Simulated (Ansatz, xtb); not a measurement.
**Relative energy of two isomers of C4H6ClGeN**

We compare I, `Clc1c[nH]c[c]1[GeH3]`, a singlet, with II, `Clc1cc[n]([GeH3])c1`, a singlet. Both are isolated molecules in the gas phase, relaxed with B3LYP/def2-SVP.

Quicker runs give these differences E(II) − E(I): GFN2-xTB −0.380 eV; HF/STO-3G −0.592 eV (at GFN2-xTB geometries); r2SCAN-D4/def2-SVP −0.090 eV (at GFN2-xTB geometries).

Problem. Estimate E(II) − E(I) at the level CCSD(T)/def2-SVP + ΔMP2/def2-TZVPP.

Solution. Calculated at CCSD(T)/def2-SVP + ΔMP2/def2-TZVPP: E(II) − E(I) = −0.132 eV, so structure II lies lower.

The same difference at several levels:

| level | geometry | E(II) − E(I) (eV) | departure from the last row (eV) | job, with rough time for the two |
| --- | --- | --- | --- | --- |
| GFN2-xTB | GFN2-xTB | −0.380 | −0.248 | optimisation, 0.22 s |
| HF/STO-3G | GFN2-xTB | −0.592 | −0.460 | single point, 0.84 s |
| r2SCAN-D4/def2-SVP | GFN2-xTB | −0.090 | +0.043 | single point, 7.2 s |
| B3LYP/def2-SVP | B3LYP/def2-SVP | −0.080 | +0.053 | optimisation, 85 s |
| HF/def2-SVP | B3LYP/def2-SVP | −0.139 | −0.007 | part of the CCSD(T) run |
| MP2/def2-SVP | B3LYP/def2-SVP | −0.088 | +0.045 | part of the CCSD(T) run |
| CCSD(T)/def2-SVP | B3LYP/def2-SVP | −0.092 | +0.040 | single point |
| CCSD(T)/def2-SVP + ΔMP2/def2-TZVPP | B3LYP/def2-SVP | −0.132 |  | single point, 2.8 min |

As drawn, II has 1 Ge–N, 1 C–H in place of 1 C–Ge, 1 N–H.

None of the levels shown reverses the order. The largest departure from CCSD(T)/def2-SVP + ΔMP2/def2-TZVPP is that of HF/STO-3G, 0.460 eV. The last row adds to CCSD(T) the change of the MP2 difference between the two basis sets, here −0.040 eV.

With thermal terms from frequencies at re-optimised GFN2-xTB minima (ideal gas, soft modes damped towards free rotors, one conformer each, 298.15 K, 1 atm): on the last row, ΔE + ΔZPE = −0.162, ΔH = −0.158, ΔG = −0.177 eV.

The correlated steps freeze 19 core orbitals; the filled d shell of Ge is correlated, in a basis made for valence electrons. Codes used: Ansatz 0.2.0, xtb 6.7.1; the last row on 2 threads of Arm Neoverse V2 on a shared host.
